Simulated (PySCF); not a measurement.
Numbering as in the mapped SMILES `[F:1][CH:2]([F:3])[SiH2:4][PH2:5]`; H(Xn) means a hydrogen on atom n.

Geometry: PBE0-D3(BJ)/def2-SVP; GIAO absolute shieldings from PySCF 2.14, gas phase, non-relativistic, averaged over equivalent atoms.

At PBE0/6-31G* (88 basis functions, 5.7 s wall time on 1 thread of an Intel Xeon 6975P-C, shared host):
| atoms | σ (ppm) |
| --- | --- |
| F1/F3 | 334.3 |
| C2 | 79.5 |
| Si4 | 432.4 |
| P5 | 642.0 |
| H(C2) | 25.50 |
| H(Si4) | 27.42 |
| H(P5) | 30.28 |

Question: Estimate the result of repeating the calculation with PBE0/cc-pVTZ.

Answer: 
| atoms | σ at PBE0/cc-pVTZ | change |
| --- | --- | --- |
| F1/F3 | 324.4 | -9.9 |
| C2 | 65.1 | -14.4 |
| Si4 | 403.6 | -28.8 |
| P5 | 632.7 | -9.3 |
| H(C2) | 24.99 | -0.51 |
| H(Si4) | 26.80 | -0.62 |
| H(P5) | 29.76 | -0.52 |

The largest change is at Si4 (silicon bonded to C, P, 2 H). Cost: 228 basis functions, 19 s wall time on 1 thread of an Intel Xeon 6975P-C, shared host.
